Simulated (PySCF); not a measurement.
**Ions at one geometry of [Lu(PH3)]3+**

PySCF 2.14.0, RKS PBE0, Lu def2-SVP with ECP28, P def2-SVP, H def2-SVP; non-relativistic Hamiltonian with scalar-relativistic core potentials where named; density fitting; no spin-orbit coupling; singlets restricted, open shells unrestricted. The geometry is relaxed for charge +3, singlet, vacuum:

```xyz
5

Lu    0.0000    0.0000   -0.3409
P     0.0000    0.0000    2.5108
H     1.3414    0.0000    3.0025
H    -0.6707    1.1616    3.0025
H    -0.6707   -1.1616    3.0025
```

Energies count from the relaxed state; an electron taken off or put on is at rest in vacuum. Charges and spins are Mulliken's.

```
                     state  energy (eV)  spin squared  charge on Lu1 (e)  spin on Lu1 (e)  dipole about the centre of mass (D)
charge +3, singlet, vacuum         0.00          0.00               2.07             0.00                                 4.10
charge +4, doublet, vacuum        27.32          0.75               2.57             0.34                                10.86
```

**Question.** What does the state charge +2, doublet, vacuum give?

**Answer.** energy (eV) -18.03, spin squared 0.75, charge on Lu1 (e) 1.37, spin on Lu1 (e) 0.97, dipole about the centre of mass (D) 3.35.

With an electron taken off (doublet) the charges change, summed by element, by Lu +0.50 e, P +0.19 e, H +0.30 e. The vertical ionisation energy is 27.32 eV, against −ε(HOMO) = 24.89 eV of the relaxed state. The level lies 2.4 eV too high, as is usual for semilocal functionals and global hybrids, which keep a self-interaction error.

With an electron put on (doublet) the charges change, summed by element, by Lu -0.70 e, P -0.11 e, H -0.20 e. The vertical electron affinity is 18.03 eV, against −ε(LUMO) = 20.01 eV of the relaxed state.

Open shells may have lower solutions than those found.
